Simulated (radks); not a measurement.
Task: Coherent X-ray form factor from a spherical all-electron density. All-electron calculation, Dirac Kohn-Sham, PBEsol, spin-unpolarised, spherical densities, point nucleus. Program: a radial shooting solver on a logarithmic mesh with Libxc functionals.

| sin(theta)/lambda (1/angstrom) | f0 (electrons) |
|---|---|
| 0.05 | 52.095 |
| 0.1 | 49.691 |
| 0.15 | 46.492 |
| 0.2 | 43.159 |
| 0.25 | 40.065 |
| 0.3 | 37.316 |
| 0.4 | 32.666 |
| 0.5 | 28.768 |
| 0.6 | 25.467 |
| 0.8 | 20.632 |
| 1 | 17.591 |
| 1.25 | 14.872 |
| 1.5 | 12.480 |
| 2 | 8.560 |

The species is in the configuration that NIST lists as its ground one. Which atom or ion scatters so?

Result: The xenon ion Xe+, [Kr] 4d10 5s2 5p5. Extrapolating in s^2 from the first two rows gives f0(0) = 52.9, near the electron count 53; among species with that count, the fall with angle is slower the higher Z, and the table is that of Z = 54; from so few rows the species is fixed only to a neighbour or two.
